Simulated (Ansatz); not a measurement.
Relaxation of Ir₂₀⁺ (relaxed from a model of Ir20 flat piece, whose bonding it doesn't keep) (charge 1, doublet) with UKS r2SCAN-D4/def2-SVP in Ansatz.

Positions (Å) and forces (eV/Å) at steps 15, 16, 17, 18, 19, 20, 21, 22, 23, 24, 25, 26, 27, 28, 30 of 30:

```xyz
20
step=15 energy=-56825.2541 eV
Ir   -3.693   -4.026   -1.202    0.187    0.205    0.084
Ir   -3.196   -1.940   -0.122    0.076    0.035    0.067
Ir   -4.494   -0.206    0.864   -0.019   -0.066   -0.016
Ir   -3.183    1.634   -0.017   -0.107    0.272   -0.175
Ir   -3.425    3.987   -0.214    0.184   -0.269    0.010
Ir   -1.705   -4.076    0.124    0.183   -0.030   -0.133
Ir   -0.609   -1.828    0.157   -0.280   -0.044   -0.066
Ir   -1.927   -0.081    1.334   -0.044    0.124    0.127
Ir   -0.651    1.782    0.165   -0.023    0.168    0.007
Ir   -1.198    4.014   -0.960   -0.323   -0.120    0.004
Ir    0.636   -3.899   -0.668   -0.085   -0.015    0.129
Ir    1.830   -1.566   -0.388    0.025    0.385   -0.235
Ir    0.725   -0.003    1.227    0.218   -0.135    0.022
Ir    1.915    1.667   -0.332    0.072   -0.022    0.158
Ir    0.874    3.863    0.162   -0.010    0.107   -0.057
Ir    2.839   -3.713    0.332    0.197    0.342   -0.117
Ir    4.376   -1.959   -0.503   -0.183   -0.432    0.215
Ir    3.524    0.004    0.650    0.347   -0.049   -0.049
Ir    4.335    2.346    0.398   -0.810    0.163   -0.467
Ir    3.010    3.948   -0.983    0.396   -0.619    0.492
20
step=16 energy=-56825.5154 eV
Ir   -3.639   -3.888   -1.330    0.168    0.237    0.090
Ir   -3.177   -1.885   -0.070    0.074   -0.264    0.035
Ir   -4.487   -0.194    0.965    0.053   -0.055   -0.057
Ir   -3.132    1.571   -0.007   -0.325    0.457   -0.204
Ir   -3.480    3.900   -0.294    0.233   -0.274    0.113
Ir   -1.688   -4.065    0.031    0.012    0.094   -0.061
Ir   -0.622   -1.806    0.205   -0.021    0.087   -0.034
Ir   -1.913   -0.069    1.458    0.022   -0.021    0.101
Ir   -0.628    1.757    0.272    0.396    0.428   -0.230
Ir   -1.234    3.881   -1.003   -0.231   -0.202   -0.104
Ir    0.643   -3.805   -0.714    0.033    0.013   -0.043
Ir    1.788   -1.442   -0.514    0.104    0.594    0.239
Ir    0.749   -0.038    1.318    0.416   -0.356    0.050
Ir    1.906    1.587   -0.294   -0.016    0.021    0.140
Ir    0.902    3.852    0.047   -0.259    0.101    0.102
Ir    2.769   -3.569    0.408    0.016    0.302   -0.020
Ir    4.348   -2.000   -0.531   -0.126   -0.428   -0.052
Ir    3.590   -0.040    0.655    0.099    0.304   -0.076
Ir    4.247    2.372    0.493   -0.762   -0.436   -0.256
Ir    3.041    3.829   -1.070    0.113   -0.602    0.266
20
step=17 energy=-56825.7930 eV
Ir   -3.566   -3.792   -1.418    0.199    0.276    0.257
Ir   -3.148   -1.878    0.002    0.065   -0.261   -0.225
Ir   -4.479   -0.185    1.000    0.076    0.079    0.056
Ir   -3.111    1.559   -0.006   -0.069    0.159   -0.135
Ir   -3.459    3.874   -0.289    0.097   -0.051    0.067
Ir   -1.637   -4.044   -0.039   -0.084    0.058   -0.121
Ir   -0.616   -1.767    0.242    0.071   -0.002   -0.091
Ir   -1.907   -0.045    1.534   -0.015   -0.144    0.038
Ir   -0.603    1.739    0.333    0.307    0.502   -0.153
Ir   -1.253    3.751   -1.102   -0.096   -0.259    0.107
Ir    0.664   -3.698   -0.796    0.184    0.066    0.208
Ir    1.764   -1.298   -0.585    0.066    0.611    0.469
Ir    0.778   -0.066    1.426    0.187   -0.434   -0.091
Ir    1.870    1.504   -0.254   -0.325    0.124    0.103
Ir    0.891    3.836   -0.022   -0.225   -0.195   -0.255
Ir    2.686   -3.419    0.501   -0.063   -0.057   -0.240
Ir    4.314   -2.054   -0.593   -0.210   -0.147    0.037
Ir    3.650   -0.085    0.647   -0.083    0.492   -0.146
Ir    4.118    2.350    0.579   -0.104   -0.562    0.030
Ir    3.026    3.670   -1.137    0.023   -0.256    0.085
20
step=18 energy=-56826.0031 eV
Ir   -3.532   -3.705   -1.469    0.157    0.197    0.161
Ir   -3.124   -1.838   -0.002   -0.053   -0.165   -0.208
Ir   -4.458   -0.159    1.025   -0.029    0.136    0.061
Ir   -3.079    1.556   -0.017    0.246    0.010    0.029
Ir   -3.491    3.858   -0.232   -0.019    0.154   -0.004
Ir   -1.613   -4.008   -0.100   -0.091   -0.019   -0.042
Ir   -0.611   -1.730    0.237    0.137   -0.009    0.068
Ir   -1.900   -0.041    1.576   -0.006   -0.140    0.014
Ir   -0.575    1.771    0.442   -0.019    0.198   -0.352
Ir   -1.346    3.603   -1.185    0.064   -0.408    0.366
Ir    0.683   -3.627   -0.828    0.307    0.058    0.117
Ir    1.771   -1.199   -0.555    0.043   -0.032    0.169
Ir    0.786   -0.107    1.523   -0.240   -0.139   -0.003
Ir    1.832    1.465   -0.172   -0.170    0.476   -0.081
Ir    0.850    3.831   -0.213    0.014   -0.187   -0.184
Ir    2.680   -3.388    0.495   -0.134   -0.097   -0.231
Ir    4.298   -2.056   -0.629   -0.260    0.029    0.013
Ir    3.687   -0.092    0.662    0.017    0.296   -0.077
Ir    4.070    2.303    0.646    0.167   -0.097    0.213
Ir    3.056    3.513   -1.181   -0.129   -0.259   -0.029
20
step=19 energy=-56826.1301 eV
Ir   -3.461   -3.610   -1.547    0.022    0.134    0.029
Ir   -3.110   -1.811   -0.009   -0.178    0.096   -0.067
Ir   -4.452   -0.129    1.026   -0.081   -0.096    0.036
Ir   -3.066    1.604    0.022    0.141   -0.278    0.056
Ir   -3.535    3.899   -0.179    0.068    0.119   -0.041
Ir   -1.596   -4.000   -0.138    0.006   -0.064   -0.025
Ir   -0.601   -1.739    0.292    0.081    0.028    0.096
Ir   -1.909   -0.043    1.602    0.044   -0.061   -0.047
Ir   -0.564    1.757    0.450   -0.230    0.182    0.119
Ir   -1.436    3.472   -1.203    0.202   -0.017    0.107
Ir    0.700   -3.586   -0.856    0.161    0.073    0.115
Ir    1.776   -1.155   -0.463    0.212   -0.391   -0.167
Ir    0.759   -0.118    1.612   -0.450    0.137    0.202
Ir    1.817    1.455   -0.091    0.100    0.346   -0.331
Ir    0.831    3.803   -0.402    0.220   -0.451   -0.102
Ir    2.695   -3.431    0.445    0.010   -0.128   -0.086
Ir    4.256   -2.039   -0.670   -0.179    0.130   -0.045
Ir    3.752   -0.047    0.643   -0.148    0.108   -0.072
Ir    4.043    2.331    0.747    0.156    0.327   -0.119
Ir    3.085    3.337   -1.256   -0.156   -0.197    0.341
20
step=20 energy=-56826.2097 eV
Ir   -3.410   -3.465   -1.667    0.136    0.203    0.166
Ir   -3.116   -1.753   -0.031   -0.278    0.172   -0.077
Ir   -4.476   -0.120    1.060   -0.031   -0.118   -0.039
Ir   -3.045    1.559    0.014    0.052   -0.146    0.298
Ir   -3.471    3.874   -0.159    0.161    0.039   -0.281
Ir   -1.620   -3.979   -0.193   -0.001   -0.155   -0.031
Ir   -0.606   -1.757    0.377    0.061   -0.133    0.088
Ir   -1.934   -0.052    1.650   -0.024   -0.140   -0.039
Ir   -0.580    1.813    0.573   -0.060   -0.102   -0.269
Ir   -1.420    3.338   -1.252   -0.050    0.337    0.134
Ir    0.720   -3.582   -0.799   -0.022    0.224   -0.060
Ir    1.770   -1.176   -0.358    0.203   -0.211   -0.187
Ir    0.702   -0.098    1.695   -0.146    0.182    0.211
Ir    1.772    1.437   -0.070    0.113    0.041    0.154
Ir    0.850    3.754   -0.501    0.042   -0.381    0.005
Ir    2.787   -3.491    0.377    0.236   -0.107    0.066
Ir    4.217   -1.966   -0.756   -0.249    0.073    0.065
Ir    3.772    0.022    0.603   -0.157    0.024   -0.103
Ir    3.987    2.405    0.804   -0.156    0.212   -0.585
Ir    3.082    3.187   -1.344    0.171   -0.014    0.483
20
step=21 energy=-56826.3098 eV
Ir   -3.326   -3.321   -1.773    0.248    0.167    0.317
Ir   -3.118   -1.688   -0.055   -0.098    0.077    0.002
Ir   -4.518   -0.142    1.104    0.214   -0.038   -0.069
Ir   -3.085    1.563    0.090   -0.128    0.047   -0.198
Ir   -3.499    3.880   -0.227    0.145   -0.083   -0.031
Ir   -1.624   -3.969   -0.229   -0.032    0.038   -0.188
Ir   -0.602   -1.785    0.476   -0.052   -0.161   -0.052
Ir   -1.964   -0.069    1.691   -0.066    0.044    0.036
Ir   -0.607    1.775    0.546    0.100   -0.090    0.068
Ir   -1.436    3.328   -1.264   -0.136   -0.030   -0.024
Ir    0.742   -3.557   -0.769   -0.091    0.073    0.040
Ir    1.773   -1.209   -0.255    0.153    0.039   -0.062
Ir    0.658   -0.068    1.775    0.000    0.092    0.039
Ir    1.785    1.420   -0.023   -0.032   -0.374    0.109
Ir    0.851    3.667   -0.554   -0.126    0.254    0.132
Ir    2.862   -3.559    0.338    0.223    0.109   -0.099
Ir    4.176   -1.933   -0.818   -0.298   -0.060    0.183
Ir    3.802    0.047    0.579    0.042   -0.159   -0.012
Ir    4.029    2.439    0.766   -0.241    0.077   -0.482
Ir    3.084    3.131   -1.374    0.174   -0.024    0.292
20
step=22 energy=-56826.3812 eV
Ir   -3.236   -3.176   -1.837    0.271    0.035    0.298
Ir   -3.112   -1.624   -0.050    0.082    0.110    0.021
Ir   -4.531   -0.131    1.143    0.004   -0.018    0.014
Ir   -3.092    1.521    0.056   -0.048    0.085   -0.190
Ir   -3.475    3.847   -0.282    0.034   -0.161   -0.015
Ir   -1.623   -3.955   -0.259   -0.084    0.051   -0.266
Ir   -0.605   -1.804    0.551   -0.120   -0.104   -0.089
Ir   -1.983   -0.066    1.734   -0.019    0.047    0.011
Ir   -0.623    1.742    0.550    0.152   -0.018    0.086
Ir   -1.418    3.277   -1.300   -0.082   -0.009    0.097
Ir    0.753   -3.536   -0.744   -0.072   -0.046    0.066
Ir    1.768   -1.225   -0.193    0.014    0.080    0.131
Ir    0.635   -0.057    1.836    0.040    0.023   -0.098
Ir    1.773    1.391    0.001    0.015   -0.136    0.129
Ir    0.832    3.653   -0.490   -0.139    0.148   -0.091
Ir    2.912   -3.601    0.310    0.072    0.142   -0.162
Ir    4.132   -1.916   -0.859   -0.179   -0.099    0.186
Ir    3.812    0.043    0.576    0.103   -0.153   -0.112
Ir    4.036    2.445    0.678   -0.053    0.020   -0.036
Ir    3.029    3.122   -1.397    0.009    0.003    0.021
20
step=23 energy=-56826.4748 eV
Ir   -3.136   -3.014   -1.889    0.315   -0.183    0.210
Ir   -3.096   -1.532   -0.047    0.328    0.392   -0.011
Ir   -4.544   -0.109    1.189   -0.265   -0.029    0.158
Ir   -3.084    1.456   -0.009    0.058   -0.273   -0.045
Ir   -3.521    3.775   -0.328   -0.076   -0.112    0.048
Ir   -1.623   -3.939   -0.300   -0.155    0.015   -0.345
Ir   -0.614   -1.815    0.606   -0.154   -0.021   -0.153
Ir   -1.996   -0.051    1.778   -0.081    0.261    0.008
Ir   -0.624    1.725    0.567    0.111    0.018    0.081
Ir   -1.442    3.239   -1.303    0.071   -0.105    0.045
Ir    0.757   -3.517   -0.719   -0.009   -0.068    0.106
Ir    1.773   -1.235   -0.112   -0.133    0.110    0.285
Ir    0.614   -0.051    1.895    0.069   -0.053   -0.170
Ir    1.774    1.372    0.051    0.084    0.132   -0.037
Ir    0.808    3.636   -0.493    0.060   -0.051   -0.058
Ir    2.944   -3.652    0.278   -0.094    0.081   -0.140
Ir    4.087   -1.931   -0.891   -0.058   -0.030    0.055
Ir    3.857    0.044    0.529    0.009   -0.127   -0.041
Ir    4.050    2.452    0.632    0.074   -0.019    0.109
Ir    2.999    3.095   -1.409   -0.154    0.063   -0.105
20
step=24 energy=-56826.6183 eV
Ir   -3.025   -2.858   -1.943    0.366   -0.202    0.396
Ir   -3.055   -1.375   -0.096    0.340    0.009   -0.032
Ir   -4.571   -0.110    1.252   -0.112   -0.148    0.060
Ir   -3.071    1.350   -0.057    0.240    0.042    0.375
Ir   -3.549    3.662   -0.366   -0.129    0.042   -0.136
Ir   -1.636   -3.919   -0.332   -0.074    0.082   -0.440
Ir   -0.637   -1.809    0.652   -0.316   -0.069   -0.315
Ir   -2.010   -0.024    1.845   -0.189    0.258   -0.065
Ir   -0.621    1.703    0.588   -0.051    0.067    0.024
Ir   -1.451    3.169   -1.315    0.035   -0.078    0.021
Ir    0.747   -3.494   -0.687   -0.080   -0.153    0.137
Ir    1.762   -1.240   -0.027   -0.050    0.097    0.216
Ir    0.599   -0.044    1.946    0.188    0.009   -0.074
Ir    1.784    1.366    0.087    0.116    0.110   -0.075
Ir    0.790    3.611   -0.493    0.057   -0.050   -0.071
Ir    2.961   -3.688    0.246   -0.217    0.124   -0.154
Ir    4.032   -1.927   -0.929   -0.051    0.007    0.070
Ir    3.880    0.038    0.511    0.008   -0.074   -0.050
Ir    4.081    2.453    0.573    0.178   -0.061    0.217
Ir    2.972    3.084   -1.430   -0.258   -0.013   -0.106
20
step=25 energy=-56826.6849 eV
Ir   -2.911   -2.778   -1.968    0.148    0.045    0.278
Ir   -2.989   -1.220   -0.178    0.065   -0.706    0.117
Ir   -4.580   -0.170    1.314    0.332   -0.174   -0.086
Ir   -3.071    1.344    0.041    0.142    1.109   -0.014
Ir   -3.599    3.618   -0.487    0.110   -0.176   -0.154
Ir   -1.642   -3.932   -0.354   -0.007    0.145   -0.199
Ir   -0.671   -1.787    0.621   -0.350   -0.185   -0.038
Ir   -2.011    0.000    1.909   -0.163   -0.162   -0.029
Ir   -0.609    1.717    0.649   -0.168   -0.023   -0.025
Ir   -1.455    3.078   -1.324   -0.107   -0.011    0.176
Ir    0.727   -3.503   -0.661   -0.123    0.010   -0.011
Ir    1.745   -1.242    0.014    0.153    0.001   -0.203
Ir    0.606   -0.058    1.959    0.106    0.157    0.115
Ir    1.791    1.366    0.100   -0.005    0.052    0.046
Ir    0.774    3.599   -0.497   -0.070    0.004   -0.083
Ir    2.947   -3.687    0.219   -0.043    0.003    0.029
Ir    3.997   -1.915   -0.949   -0.055    0.064    0.084
Ir    3.879    0.019    0.529    0.058    0.006   -0.085
Ir    4.114    2.434    0.534    0.069   -0.051    0.092
Ir    2.940    3.066   -1.447   -0.091   -0.109   -0.012
20
step=26 energy=-56826.7521 eV
Ir   -2.877   -2.746   -1.988    0.068    0.040    0.178
Ir   -2.963   -1.239   -0.160    0.004   -0.099    0.084
Ir   -4.544   -0.190    1.324    0.090   -0.054   -0.062
Ir   -3.065    1.386    0.080   -0.045    0.415   -0.076
Ir   -3.625    3.620   -0.561    0.109   -0.179   -0.028
Ir   -1.646   -3.933   -0.379    0.002   -0.012   -0.109
Ir   -0.671   -1.819    0.659   -0.062    0.014   -0.145
Ir   -2.001   -0.008    1.921   -0.082   -0.076   -0.029
Ir   -0.611    1.734    0.681   -0.018   -0.021    0.030
Ir   -1.458    3.059   -1.319   -0.027   -0.024    0.103
Ir    0.715   -3.495   -0.685    0.009   -0.013    0.049
Ir    1.730   -1.227   -0.013    0.047   -0.031    0.003
Ir    0.615   -0.059    1.965    0.080    0.086    0.086
Ir    1.784    1.376    0.120   -0.039   -0.065   -0.015
Ir    0.771    3.599   -0.514   -0.053    0.035   -0.052
Ir    2.919   -3.675    0.232   -0.039    0.030   -0.032
Ir    3.985   -1.919   -0.950    0.000    0.042    0.024
Ir    3.874    0.021    0.515   -0.032   -0.033   -0.027
Ir    4.115    2.432    0.547    0.015   -0.014   -0.045
Ir    2.936    3.031   -1.453   -0.029   -0.039    0.062
20
step=27 energy=-56826.7603 eV
Ir   -2.851   -2.709   -1.982    0.009   -0.012    0.079
Ir   -2.978   -1.225   -0.145    0.022    0.021   -0.165
Ir   -4.546   -0.176    1.338   -0.077    0.047    0.014
Ir   -3.077    1.428    0.112   -0.068   -0.060   -0.043
Ir   -3.640    3.625   -0.619    0.027   -0.057    0.049
Ir   -1.632   -3.940   -0.400   -0.006    0.113   -0.039
Ir   -0.675   -1.804    0.622    0.065   -0.134    0.144
Ir   -2.009   -0.020    1.927    0.084    0.051    0.020
Ir   -0.616    1.730    0.706    0.027   -0.017    0.088
Ir   -1.459    3.038   -1.308    0.042   -0.028   -0.018
Ir    0.730   -3.503   -0.677   -0.008    0.040   -0.030
Ir    1.741   -1.236   -0.007   -0.044    0.012    0.003
Ir    0.616   -0.068    1.979   -0.044   -0.036   -0.094
Ir    1.774    1.363    0.130    0.024    0.031    0.008
Ir    0.764    3.590   -0.512   -0.004    0.032   -0.036
Ir    2.939   -3.675    0.225    0.003    0.012    0.006
Ir    3.998   -1.911   -0.953   -0.036    0.002    0.031
Ir    3.875    0.019    0.519    0.032   -0.019   -0.001
Ir    4.113    2.426    0.533   -0.032   -0.005   -0.036
Ir    2.917    2.999   -1.462   -0.017    0.005    0.019
20
step=28 energy=-56826.7669 eV
Ir   -2.845   -2.701   -1.987    0.002    0.012    0.017
Ir   -2.957   -1.215   -0.154   -0.004   -0.003   -0.022
Ir   -4.542   -0.185    1.329   -0.010    0.020   -0.011
Ir   -3.072    1.425    0.113   -0.041   -0.004   -0.003
Ir   -3.628    3.618   -0.625    0.007   -0.047    0.009
Ir   -1.632   -3.939   -0.411    0.002    0.006    0.000
Ir   -0.674   -1.827    0.655    0.004    0.016   -0.014
Ir   -2.006   -0.018    1.933    0.018   -0.001    0.029
Ir   -0.615    1.742    0.727    0.007   -0.044    0.001
Ir   -1.450    3.018   -1.313    0.044    0.036    0.014
Ir    0.727   -3.496   -0.687    0.007    0.003   -0.002
Ir    1.729   -1.232   -0.005   -0.028    0.003    0.024
Ir    0.616   -0.066    1.983   -0.007    0.002   -0.015
Ir    1.769    1.368    0.132    0.006   -0.006    0.034
Ir    0.761    3.596   -0.511   -0.024    0.012   -0.037
Ir    2.929   -3.671    0.228    0.003   -0.007   -0.010
Ir    3.983   -1.909   -0.956    0.004    0.008    0.017
Ir    3.868    0.018    0.519    0.013   -0.005   -0.025
Ir    4.113    2.425    0.520   -0.013    0.001   -0.015
Ir    2.907    2.997   -1.469    0.012   -0.004    0.006
20
step=30 energy=-56826.7679 eV
Ir   -2.847   -2.695   -1.988   -0.002    0.002   -0.005
Ir   -2.961   -1.215   -0.152    0.005   -0.005   -0.001
Ir   -4.547   -0.182    1.329    0.000    0.008   -0.001
Ir   -3.075    1.421    0.112   -0.008   -0.005    0.008
Ir   -3.629    3.610   -0.625   -0.007    0.002    0.000
Ir   -1.630   -3.933   -0.415    0.002   -0.006   -0.001
Ir   -0.675   -1.822    0.653    0.003    0.007    0.002
Ir   -2.009   -0.019    1.937    0.001    0.001   -0.002
Ir   -0.615    1.736    0.725    0.001    0.002    0.006
Ir   -1.449    3.019   -1.311    0.013   -0.002   -0.004
Ir    0.728   -3.491   -0.689   -0.001   -0.001    0.000
Ir    1.731   -1.231    0.004    0.001    0.005    0.002
Ir    0.613   -0.067    1.988   -0.004   -0.003    0.001
Ir    1.772    1.368    0.141    0.003   -0.003   -0.003
Ir    0.762    3.594   -0.515   -0.003    0.001   -0.001
Ir    2.931   -3.674    0.224   -0.001   -0.003   -0.001
Ir    3.983   -1.907   -0.955   -0.003    0.005    0.000
Ir    3.874    0.020    0.516    0.004   -0.006    0.003
Ir    4.117    2.427    0.515    0.001    0.005   -0.003
Ir    2.907    2.991   -1.472   -0.003   -0.003    0.000
```

In the def2 sets Ir takes a core potential; there is no spin–orbit coupling. Single mean-field runs in def2-SVP are fitted with def2-universal-jkfit. The charge 1 doublet is spin-contaminated (final ⟨S²⟩ up to 5.51, 0.75 for a pure state). Another isomer (doublet) lies 5.21 eV lower at PBE0-D4/def2-TZVP; other spin states weren't run for this one.
